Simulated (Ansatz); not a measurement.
`[NH2][Na]` + HI → `[Na][I]` + NH₃ at 600 K and 1 bar (ligand exchange at the Na–N bond).

Program: Ansatz. Geometries: PBE0-D4/def2-TZVP. ΔE: electronic, gas phase. CCSD(T)/CBS adds triple-zeta CCSD(T) − MP2 to the extrapolated MP2 energy (def2 sets, frozen cores). This one scheme is used for every species. Elements past krypton have def2 core potentials. For I, Na outer-core shells are correlated without core-valence functions, which leaves a few kJ/mol of doubt a bond.

```tsv
species	CCSD(T)/CBS energy (Eh)	H − E (kJ/mol)	S (J/(mol·K))
`[NH2][Na]`	-217.98196	87.9	298.5
HI	-298.03592	31.6	227.0
`[Na][I]`	-459.60569	22.6	274.7
NH₃	-56.50880	112.4	219.5
```

H − E and S are ideal-gas, rigid-rotor, harmonic terms from PBE0-D4/def2-TZVP. 1 Eh = 2625.50 kJ/mol, R = 8.31446 J/(mol·K).

By hand: ΔE, ΔH, ΔS and ΔG.

ΔE = (-459.60569) + (-56.50880) − (-217.98196) − (-298.03592) = -0.09661 Eh = -253.6 kJ/mol. Δ(H − E) = 22.6 + 112.4 − 87.9 − 31.6 = 15.5, so ΔH = -238.1 kJ/mol. ΔS = 274.7 + 219.5 − 298.5 − 227.0 = -31.3 J/(mol·K). ΔG = -238.1 − 600 × (-31.3)/1000 = -219.3 kJ/mol.

By hand: the equilibrium constant, and the temperature at which ΔG would vanish if ΔH and ΔS stayed fixed.

log₁₀ K = −ΔG/(RT ln 10) = 19.1. ΔG = 0 at ΔH/ΔS = 7607 K, far beyond where these terms or the molecules hold.

ΔH outweighs TΔS. A doubt of 5 kJ/mol in ΔE shifts log₁₀ K by 0.4 here. These are equilibria of isolated gas molecules and say nothing of rates. Largest T1 diagnostic: 0.012 (customary marks: 0.02 for closed shells, 0.045 for open ones).
